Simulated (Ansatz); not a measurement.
Reaction (homolysis of the Ga–O bond): `[OH][Ga]([OH])[OH]` → `[OH][Ga][OH]`• + `[OH]`•

Isolated molecules relaxed with PBE0-D4/def2-TZVP in Ansatz; ΔE leaves out vibrations. CCSD(T)/CBS is the MP2 limit (def2-TZVPP, def2-QZVPP) plus CCSD(T) − MP2 in def2-TZVPP, frozen cores. This one scheme is used for every species. DFT in def2-TZVPP. No spin–orbit coupling; open shells (•) take unrestricted orbitals. For Ga outer-core shells are correlated without core-valence functions, which leaves a few kJ/mol of doubt a bond. Scalar relativity is left out up to krypton. One conformer a species, not always the lowest.

`[OH][Ga]([OH])[OH]`:

Z-matrix (Å, degrees):
```
Ga
O 1 1.774
O 1 1.774 2 120.0
O 1 1.774 2 120.0 3 -179.9
H 2 0.960 1 113.2 3 -0.0
H 3 0.960 1 113.2 2 -180.0
H 4 0.960 1 113.2 2 -0.0
```

`[OH][Ga][OH]`•:

```xyz
5

O    -0.798   -0.494   -0.932
Ga    0.040   -0.582    0.663
O     1.063    0.838    1.060
H    -1.344   -1.254   -1.145
H     1.038    1.492    0.354
```

`[OH]`•:

```xyz
2

O     0.366   -0.225    0.228
H    -0.366    0.225   -0.228
```

CCSD(T)/CBS gives +466.8 kJ/mol.

Task: Another level gave +445.7 kJ/mol. Which?
A. PBE-D4/def2-TZVPP
B. r2SCAN0/def2-TZVPP
C. ωB97M-V/def2-TZVPP
D. r2SCAN/def2-TZVPP

Result: C. ωB97M-V 445.7, r2SCAN 430.0, r2SCAN0 422.6, PBE-D4 439.3 kJ/mol.

Largest T1 diagnostic among the species: 0.017.

At CCSD(T), def2-SVP lies −26.4 kJ/mol from the extrapolated value and def2-TZVPP −14.8 kJ/mol: correlation converges slowly with the basis, and small sets miss more of it in the bonded molecule than in its fragments. Leaving LDA and LC-ωPBE aside and taking each functional with its dispersion term where it has one, the values, not all of them listed here, spread over 34.1 kJ/mol, from BHLYP-D4 to ωB97X-V. LDA lies +81.8 kJ/mol from PBE without D4, its usual overbinding.
